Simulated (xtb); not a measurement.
FeO4, SMILES [O]=[Fe](=[O])(=[O])=[O], multiplicity 1. All values are semi-empirical tight-binding results from xtb (GFN2-xTB unless named), good for trends rather than for accurate numbers. Coordinates come from a GFN2-xTB optimisation. The multiplicity is an assumed one; other spin states were not compared.

Optimised geometry:

```xyz
5

Fe     0.0000     0.0000     0.0000
O     -0.8447     0.8447    -0.8447
O      0.8447     0.8447     0.8447
O      0.8447    -0.8447    -0.8447
O     -0.8447    -0.8447     0.8447
```

For metal compounds this method's bond lengths and energies can be far off.

The point group as xtb finds it is Td and the orbital gap comes out as 4.32 eV. The zero-point energy is 9.8 kcal/mol and the G − E(el) at 298.15 K (modified RRHO) is -6.2 kcal/mol.

Problem. Give the atomic charges and the Wiberg bond orders between heavy atoms. (An estimate is asked for; the answer gives what the named calculation found.)

Solution. charges (e) Fe1 2.26, O2 -0.57, O3 -0.57, O4 -0.57, O5 -0.57. Bond orders Fe1–O2 1.72, Fe1–O3 1.72, Fe1–O4 1.72, Fe1–O5 1.72.
